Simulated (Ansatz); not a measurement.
```xyz
3

Cl    0.0037    0.0093   -2.0974
Zn   -0.0048    0.0080    0.0036
Cl    0.0014   -0.0078    2.1031
```

RHF on singlet ZnCl2 was run in several spherical basis sets with Ansatz (development build ahead of 0.2.0).

Problem. Rank the basis sets by the total energy that they give, lowest first, with the distance from the lowest.
A. def2-TZVP
B. 6-31G(d)
C. cc-pVDZ
D. cc-pVTZ

Solution. D (0.00 eV), C (0.84 eV), A (1.60 eV), B (11.94 eV).

Totals follow the description of the cores as much as that of the bonds, so this order isn't one of quality for chemistry.
